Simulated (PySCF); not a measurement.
Excitation energy of He by level of theory

He 1s2 (1S) → He 1s1 2p1 (3P), as a difference of total energies. Computed with PySCF 2.14 in dyall-av3z, with scalar relativity by spin-free X2C-1e. Correlated levels: valence: nothing frozen; virtual orbitals above 40 to 60 times the deepest correlated orbital energy dropped. The calculations carry no spin-orbit coupling.

| method | excitation energy (eV) | error (eV) |
| --- | --- | --- |
| UHF | 23.327 | +2.363 |
| LDA | 23.634 | +2.670 |
| PBE | 23.636 | +2.672 |
| PBE0 | 23.735 | +2.771 |
| r2SCAN | 23.992 | +3.028 |
| M06-2X | 24.325 | +3.361 |
| r2SCANh | 24.006 | +3.042 |
| wB97X-V | 24.256 | +3.292 |
| revPBE | 23.770 | +2.806 |
| MP2 (valence) | 24.171 | +3.207 |
| SCS-MP2 (valence) | 24.414 | +3.450 |

Reference: 20.964 eV (measured; NIST levels, between the centres of gravity of the two terms).

Errors of the correlated levels include the incompleteness of this basis.

Every method misses the reference by a wide margin, which points to the basis or the choice of state and not to the methods.

The promoted electron is Rydberg-like, and one or two diffuse shells describe it only roughly, which tends to raise the upper state.

In the upper state the promoted electron has a positive orbital energy at LDA, PBE, PBE0, r2SCAN, M06-2X, r2SCANh, wB97X-V, revPBE, so the basis confines it.
